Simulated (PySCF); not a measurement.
NMR data simulated for an unnamed compound:

1H NMR (300 MHz, computed): δ 10.46 (d, 1H), 6.47 (d, 1H), 5.10 (s, 2H), 4.99 (m, 2H), 3.23 (m, 2H), 2.15 (br s, 1H).

13C{1H} NMR (computed): δ 191.6 (CH), 174.0 (C), 145.8 (CH), 93.6 (CH2), 35.1 (CH2).

Theory: PBE0/pcSseg-1 with gauge-including orbitals, structure optimised with GFN2-xTB, in PySCF (equivalent nuclei averaged, non-relativistic Hamiltonian, isolated molecule, a single conformation).

Referencing at the same level of theory: TMS for 1H and 13C.

Problem. Which of these does the molecule contain: a Si–H bond, an aldehyde, a ketone, a CF3 group, a CH3CH2 unit, a non-aromatic C=C double bond?

Solution. 
- A Si–H bond: yes (δH 5.10 (s)).
- An aldehyde: yes (δC 191.6; δH 10.46 (d)).
- A ketone: no.
- A CF3 group: no.
- A CH3CH2 unit: no.
- A non-aromatic C=C double bond: yes.

The data belong to SMILES C(C/C(=C\C=O)[SiH2]O)F, C5H9FO2Si; they needn't prove each group on their own.

Carbon signals by region: 2 in the far downfield region (above 160 ppm), 1 in the sp2 and nitrile region (100–160 ppm), 1 at 50–100 ppm, 1 below 50 ppm. Above 160 ppm: 191.6, aldehyde carbonyl carbon, 174.0, β carbon of a C=C–C=O unit.

OH/NH shifts are gas-phase values; hydrogen bonding in solution moves them, usually downfield. Splittings by 19F in the carbon and heteronuclear signals aren't shown, as no couplings were computed. Shifts are as computed. Against solution values, carbons near 30 ppm lie about +3 ppm off and those near 130 ppm about +5 ppm. Of 1211 compounds with measured shifts, 218 miss one by over three times the rms of a fit or turn the order of signals round; such compounds aren't used in these exercises. Multiplicities follow the n + 1 count of equivalent neighbours, as no J values were calculated; m marks all less simple cases, F and P coupling included.
